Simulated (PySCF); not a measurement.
W (tungsten, neutral) across methods

[Xe] 4f14 5d6, high-spin 5D determinant (an excited configuration). Calculation: PySCF 2.14, in def2-TZVPPD with the def2 core potential (60 electrons) (6s5p3d2f1g, 59 functions); a scalar-relativistic core potential.

```tsv
method	E (hartree)	mean ε 5p β (eV)	mean ε 5d α (eV)	mean ε 5d β (eV)	Σ⟨r²⟩ (bohr²)	⟨S²⟩
wB97X	-66.7620	-41.761	-5.767	-3.850	51.17	6.008
B97-3	-66.7818	-39.553	-3.780	-1.809	51.58	6.008
LDA	-66.6332	-37.292	-3.077	-1.137	52.63	6.003
LC-wPBE	-66.7849	-41.814	-6.234	-4.063	50.87	6.006
PBE0	-66.7713	-39.307	-3.914	-1.800	51.58	6.006
PBE	-66.8118	-37.196	-2.910	-1.017	52.28	6.004
r2SCAN	-66.8045	-37.776	-3.007	-0.994	51.76	6.010
TPSSh	-66.7631	-38.201	-3.207	-1.311	51.86	6.005
```

(1) Estimate the same row for UHF.

Energies and moments cover only the electrons outside the core potential. Spin-orbit coupling, absent here, splits the open shell strongly.

Results:

(1) E (hartree) = -66.15906; mean ε 5p β (eV) = -44.795; mean ε 5d α (eV) = -6.526; mean ε 5d β (eV) = -3.225; Σ⟨r²⟩ (bohr²) = 50.98; ⟨S²⟩ = 6.016.
